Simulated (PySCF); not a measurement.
**A PySCF run on SrBi**

State: ⁴Σ⁻ (quartet), unpaired electrons σ ↑, π ↑↑.

An equivalent input (the run itself took its basis sets from the Basis Set Exchange, started from a PBE0 density and held the occupation σ 8α 7β, πx 4α 3β, πy 4α 3β, δx 1α 1β, δy 1α 1β):

```python
from pyscf import gto, dft
mol = gto.M(atom='Sr 0 0 0; Bi 0 0 3.349', basis={'Sr': 'def2-SVPD', 'Bi': 'def2-SVPD'}, ecp={'Sr': 'def2-SVPD', 'Bi': 'def2-SVPD'},
            charge=0, spin=3, verbose=4, symmetry='C2v')
mf = dft.UKS(mol, xc='PBE')
mf.grids.atom_grid = (80, 434)
mf.grids.prune = dft.gen_grid.treutler_prune
mf.irrep_nelec = {'A1': (9, 8), 'A2': (1, 1), 'B1': (4, 3), 'B2': (4, 3)}
mf.conv_tol = 1e-9
mf.max_cycle = 60
mf.diis_space = 10
mf.kernel()
```

The log (some set-up lines and the per-cycle HOMO/LUMO lines removed):

```
******** <class 'pyscf.dft.uks_symm.SymAdaptedUKS'> ********
method = SymAdaptedUKS
damping factor = 0
level_shift factor = 0
DIIS = <class 'pyscf.scf.diis.CDIIS'>
diis_start_cycle = 1
diis_space = 10
diis_damp = 0
SCF conv_tol = 1e-09
SCF conv_tol_grad = None
SCF max_cycles = 60
number electrons alpha = 18  beta = 15
Set gradient conv threshold to 3.16228e-05
init E= -245.340021113055
cycle= 1 E= -245.340262379563  delta_E= -0.000241  |g|= 0.0265  |ddm|= 0.257
cycle= 2 E= -245.336936362743  delta_E= 0.00333  |g|= 0.0551  |ddm|= 0.305
cycle= 3 E= -245.341318143638  delta_E= -0.00438  |g|= 0.0012  |ddm|= 0.198
cycle= 4 E= -245.34132080595  delta_E= -2.66e-06  |g|= 0.000666  |ddm|= 0.00867
cycle= 5 E= -245.34132145275  delta_E= -6.47e-07  |g|= 0.000235  |ddm|= 0.00249
cycle= 6 E= -245.341321556985  delta_E= -1.04e-07  |g|= 3e-05  |ddm|= 0.00114
cycle= 7 E= -245.341321564032  delta_E= -7.05e-09  |g|= 1.03e-05  |ddm|= 0.000471
cycle= 8 E= -245.341321564213  delta_E= -1.81e-10  |g|= 2.19e-06  |ddm|= 6.06e-05
Extra cycle  E= -245.341321564218  delta_E= -5.12e-12  |g|= 1.61e-06  |ddm|= 1.34e-05
converged SCF energy = -245.341321564218  <S^2> = 3.7538503  2S+1 = 4.0019247
```

Repeating this along the bond gives Re = 3.347 Å and ωe = 107 cm⁻¹.

A point of this curve took 0.79 CPU seconds beside 0.28 for the integrals, on Arm Neoverse V1 (shared host).

These are scalar-relativistic numbers at best; spin–orbit coupling would shift them, the dissociation energy most. The state was picked by a PBE0 search and need not be the measured ground state.
